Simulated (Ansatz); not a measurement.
Reaction (formal exchange of groups at a C–Si bond): `[F][GeH2][CH2][SiH3]` + BH₃ → `B[CH2][GeH2][F]` + SiH₄

Gas-phase electronic energies from Ansatz, PBE0-D4/def2-TZVP geometries. CBS: MP2 limit from def2 TZ/QZ plus the TZ coupled-cluster correction, frozen cores. This one scheme is used for every species. For Ge outer-core shells are correlated without core-valence functions, which leaves a few kJ/mol of doubt a bond. Scalar relativity is left out up to krypton. One conformer a species, not always the lowest.

| level | ΔE (kcal/mol) |
| --- | --- |
| MP2/def2-TZVPP | -5.3 |
| SCS-MP2/def2-TZVPP | -5.1 |
| HF/CBS(def2) | -5.0 |
| CCSD/CBS(def2) | -5.3 |

(1) What does CCSD(T)/CBS give? (Estimate.)

Largest T1 diagnostic among the species: 0.012.

## Answers

(1) The calculation gave: -5.4 kcal/mol. The listed levels differ from it by 0.1, 0.3, 0.4, 0.1 kcal/mol.

The D4 term adds +1.1 kcal/mol with B3LYP and +0.6 kcal/mol with PBE0; it sums over pairs of atoms, weighted by their polarisabilities, and B3LYP, whose exchange is more repulsive, gets the larger term. From PBE to PBE0 (25 % exact exchange), in def2-TZVPP and without D4, ΔE moves by +1.1 kcal/mol.

B3LYP here is the variant with VWN-RPA as its local correlation; programs differ in this.
